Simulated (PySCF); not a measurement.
# Correlation energy of Sc⁸⁺ (scandium, charge +8)

[Ne] 3s2 3p1, 2P determinant. Calculation: PySCF 2.14, in an uncontracted even-tempered set (19 s from 0.25 bohr⁻², ratio 2.5; 12 p from 0.33 bohr⁻², ratio 2.5; 5 d from 2.3 bohr⁻², ratio 2.7; 5 f from 3.5 bohr⁻², ratio 2.7); scalar relativity by spin-free X2C-1e. Frozen: 1s2; 11 electrons correlated; the 22 highest virtual orbitals of each spin left out.

```
  level  correlation energy (mhartree)
   CCSD                        -418.85
    (T)                          -3.10
CCSD(T)                        -421.95
```

Diagnostics: T1 = 0.0036, D1 = 0.0146, largest double amplitude 0.092.

Cost of the coupled-cluster step: about 100 core-seconds, for 11 correlated electrons.

Iterations:

```
CC2 = 0
CCSD nocc = (np.int64(6), np.int64(5)), nmo = (92, 92)
frozen orbitals [[0, 93, 94, 95, 96, 97, 98, 99, 100, 101, 102, 103, 104, 105, 106, 107, 108, 109, 110, 111, 112, 113, 114], [0, 93, 94, 95, 96, 97, 98, 99, 100, 101, 102, 103, 104, 105, 106, 107, 108, 109, 110, 111, 112, 113, 114]]
max_cycle = 100
direct = 0
conv_tol = 1e-08
conv_tol_normt = 1e-06
diis_space = 8
diis_start_cycle = 0
Init t2, MP2 energy = -0.398332551980676
Init E_corr(UCCSD) = -0.398332551983193
cycle = 1  E_corr(UCCSD) = -0.411968560377229  dE = -0.0136360084  norm(t1,t2) = 0.0333252
cycle = 2  E_corr(UCCSD) = -0.416425255361577  dE = -0.00445669498  norm(t1,t2) = 0.0126222
cycle = 3  E_corr(UCCSD) = -0.418865670694012  dE = -0.00244041533  norm(t1,t2) = 0.00506544
cycle = 4  E_corr(UCCSD) = -0.418848934759176  dE = 1.67359348e-05  norm(t1,t2) = 0.000354332
cycle = 5  E_corr(UCCSD) = -0.418850242864206  dE = -1.30810503e-06  norm(t1,t2) = 3.12299e-05
cycle = 6  E_corr(UCCSD) = -0.418850568711695  dE = -3.2584749e-07  norm(t1,t2) = 4.34978e-06
cycle = 7  E_corr(UCCSD) = -0.418850410838471  dE = 1.57873224e-07  norm(t1,t2) = 9.30188e-07
cycle = 8  E_corr(UCCSD) = -0.418850445829865  dE = -3.49913939e-08  norm(t1,t2) = 1.34049e-07
cycle = 9  E_corr(UCCSD) = -0.418850442247882  dE = 3.5819826e-09  norm(t1,t2) = 1.32786e-08
UCCSD converged
E(UCCSD) = -741.4046278370685  E_corr = -0.4188504422478824
UCCSD(T) correction = -0.00310147161757474
```
